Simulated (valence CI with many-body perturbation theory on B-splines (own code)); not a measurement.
Questions on Si6+

Method: valence CI with perturbative core correlation (CI+MBPT): six valence electrons over a frozen Dirac-Fock core [He], a basis of 9 s, 9 p, 8 d, 6 f, 3 g, 1 h functions for each j, with the one-electron correlation potential Σ1, the two-electron term Σ2, the three-electron term Σ3, Breit, model QED; selected CI, second order for the rest, scaled by the run's own slope (own B-spline code, finite nucleus).

Against 15 measured levels this calculation errs by 254 cm⁻¹ on average and by 713 at most. These come from a selection out of NIST levels in Kelleher and Podobedova, J. Phys. Chem. Ref. Data 37, 1285 (2008); Martin and Zalubas, J. Phys. Chem. Ref. Data 12, 323 (1983). Levels without a partner in it may be off by more. Among the levels kept, up to 1300 cm⁻¹ of a level comes from second order outside the variational space, and about a tenth of that is noise between levels of different J, which matters for small intervals.

Rates and lifetimes use the calculated energies. Strong lines usually hold to 10 to 20 %, long lifetimes can be off by a factor of two.

Question: What is the ground level?

Answer: 2s²2p⁴ ³P_2, composition 99 % 2s²2p⁴ ³P, g = 1.499.

Question: Where does the other parity begin?

Answer: At 2s2p⁵ ³P°_2, 363210 cm⁻¹.

Question: How well does LS coupling describe the low levels?

Answer: Among the lowest 20 levels the leading LS term, summed over configurations, holds 100 % on average. For single configurations the figures are 98 % in LS and 67 % in jj coupling. Terms hardly mix: every one of these levels is at least 95 % one term.

Question: What is the ionisation energy?

Answer: 246.48 eV; NIST lists 246.57 ± 0.05 eV (semi-empirical).

Question: How is the term ³P of the ground level split?

Answer: J = 2 at 0, J = 1 at 4008, J = 0 at 5549 cm⁻¹.

Question: Name the longest-lived excited levels whose lifetime is computed, and their main decay.

Answer: 2s²2p⁴ ³P_0 at 5549 cm⁻¹ lives 5.05 s, mostly by M1 to 2s²2p⁴ ³P_1; 2s²2p⁴ ³P_1 at 4008 cm⁻¹ lives 690 ms, mostly by M1 to 2s²2p⁴ ³P_2; 2s²2p⁴ ¹D_2 at 46756 cm⁻¹ lives 63.7 ms, mostly by M1 to 2s²2p⁴ ³P_2.

Question: Among levels below 1354800 cm⁻¹, which E1 lines absorb most strongly from the ground level?

Answer: to 2s2p⁵ ³P°_2 at 27.53 nm, f = 0.105; to 2s²2p³3s ³D°_3 at 8.165 nm, f = 0.0592; to 2s²2p³3s ³S°_1 at 8.534 nm, f = 0.0497.
